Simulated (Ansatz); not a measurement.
Cl3Sc, charge -1, doublet, at a GFN2-xTB geometry (such geometries of metal compounds can be far from the true shape) (the multiplicity is a formal guess) (a gas-phase anion, which may not be bound at this level); HF/cc-pVDZ (Ansatz, an electronic-structure program).

Ansatz was given this input:
Ansatz 0.2 input:
```yaml
crystal:
  periodic: [false, false, false]
  atoms:
    - {symbol: Sc, position_ang: [0.00000000, -0.00000000, -0.00000000]}
    - {symbol: Cl, position_ang: [2.16983571, -0.37313956, -0.64126230]}
    - {symbol: Cl, position_ang: [-0.79617694, -0.92213948, 1.94278113]}
    - {symbol: Cl, position_ang: [-1.37365877, 1.29527904, -1.30151883]}
basis:
  gaussian:
    orbitals: cc-pVDZ
hamiltonian:
  xc: hf
total_charge: -1
magnetization: {spin_polarized: true, initial_magnetization: 1}
```

Problem. What does Ansatz print? Leave out banner, timings and long lists.

Solution. 
```
Functional definition: HF
1048 factors; integrals over basis functions are off by at most 3.6e-4 eV
mean field evaluation 1: about -58192.3918 eV, gradient 1.3e1 eV
mean field evaluation 2: about -58192.3935 eV, gradient 1.3e1 eV
mean field evaluation 4: about -58194.5041 eV, gradient 2.6e0 eV
mean field evaluation 8: about -58195.0244 eV, gradient 1.5e-1 eV
mean field evaluation 16: about -58189.7478 eV, gradient 7.4e0 eV
mean field evaluation 32: about -58194.5684 eV, gradient 3.9e0 eV
mean field evaluation 64: about -58195.0179 eV, gradient 3.6e-1 eV
mean field -58195.02497374 eV, -2138.6277217802 hartree, gradient 1.3e-5 eV, S^2 0.753690; 1 other end points of the search recorded, 0 dependent functions left out
reference -58195.02497374 eV, -2138.6277217802 hartree; 37, 36 occupied and 60, 61 virtual orbitals, 1048 factors
Total energy: -58195.02497374 eV, -2138.6277217802 hartree
```
